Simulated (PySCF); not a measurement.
C8H9Cl.
Atom-mapped SMILES: `[Cl:1][CH2:2][C:3]1=[CH:4][C:5]2([CH:6]=[CH:7]1)[CH2:8][CH2:9]2` (hydrogens: H10, H11 on C2; H12 on C4; H13 on C6; H14 on C7; H15, H16 on C8; H17, H18 on C9)

All values: B3LYP/def2-SVPD (PySCF, non-relativistic), on one gas-phase PBE0-D3(BJ)/def2-SVP geometry that isn't relaxed in the solvent. The solvent is an IEF-PCM continuum (Bondi radii, 1.10 Å for H, scaled by 1.2), and excitations are vertical TDDFT with non-equilibrium linear response and a frozen core. Only the electrostatic response of the medium enters.

Gas-phase singlets (H = HOMO, L = LUMO):

```
state  E (eV)  λ (nm)      f           leading configurations
   S1   4.668     266  0.044                          H→L 98%
   S2   5.545     224  0.030             H→L+1 52%, H-1→L 45%
   S3   5.821     213  0.104  H→L+2 43%, H→L+1 27%, H-1→L 19%
   S4   6.007     206  0.167  H→L+2 52%, H-1→L 15%, H→L+3 12%
   S5   6.084     204  0.001                        H-2→L 94%
```

Problem. What are the lowest 5 singlets in chloroform (ε = 4.711)?

Solution. 
```csv
state,E (eV),λ (nm),f,leading configurations,change by rank (eV)
S1,4.640,267,0.061,H→L 98%,-0.028
S2,5.492,226,0.022,"H→L+1 62%, H-1→L 36%",-0.053
S3,5.793,214,0.434,"H-1→L 47%, H→L+1 30%, H→L+2 15%",-0.028
S4,6.036,205,0.175,H→L+2 81%,+0.029
S5,6.303,197,0.002,H-2→L 90%,+0.219
```

Problem. What are the lowest 5 singlets in water (ε = 78.36)?

Solution. 
| state | E (eV) | λ (nm) | f | leading configurations | change by rank (eV) |
| --- | --- | --- | --- | --- | --- |
| S1 | 4.667 | 266 | 0.057 | H→L 98% | -0.001 |
| S2 | 5.483 | 226 | 0.016 | H→L+1 67%, H-1→L 31% | -0.062 |
| S3 | 5.807 | 214 | 0.454 | H-1→L 52%, H→L+1 26%, H→L+2 12% | -0.014 |
| S4 | 6.054 | 205 | 0.132 | H→L+2 84% | +0.047 |
| S5 | 6.369 | 195 | 0.003 | H-2→L 87%, H-3→L 8% | +0.285 |

Problem. How do the frontier levels move from gas to water?

Solution. 
```
orbital  gas (eV)  solvent (eV)  change (eV)                   Löwdin shares, gas              Löwdin shares, solvent
 LUMO+2      0.49          0.68        +0.19   C9 12 %, C8 12 %, H12 8 %, H17 7 %  Cl1 21 %, C2 14 %, C7 8 %, H11 8 %
 LUMO+1      0.22          0.13        -0.09    Cl1 40 %, C2 21 %, C7 8 %, C6 7 %   Cl1 45 %, C2 21 %, C7 9 %, C6 8 %
   LUMO     -1.11         -1.03        +0.08   C4 19 %, C6 15 %, C3 15 %, C7 12 %  C4 20 %, C3 14 %, C6 14 %, C7 11 %
   HOMO     -6.22         -6.18        +0.04   C4 26 %, C6 25 %, C3 17 %, C7 16 %  C4 26 %, C6 25 %, C3 17 %, C7 16 %
 HOMO-1     -7.41         -7.34        +0.07  C7 18 %, C5 16 %, C3 15 %, Cl1 11 %  C5 18 %, C7 18 %, C3 15 %, C8 11 %
 HOMO-2     -8.04         -8.29        -0.25           Cl1 78 %, C2 12 %, H11 4 %          Cl1 70 %, C2 12 %, H11 5 %
 HOMO-3     -8.20         -8.41        -0.21            Cl1 68 %, C2 11 %, C3 5 %   Cl1 59 %, C2 10 %, C9 7 %, C3 5 %
```

The HOMO–LUMO gap goes from 5.11 to 5.15 eV. Rows go by rank; for LUMO+1 and LUMO+2 the atom shares or the degeneracy differ between the runs, so the row needn't follow one orbital.

Shape of the structure used: `[Cl:1][CH2:2][C:3]1=[CH:4][C:5]2([CH:6]=[CH:7]1)[CH2:8][CH2:9]2`: Cl1–C2–C3–C4 121°.
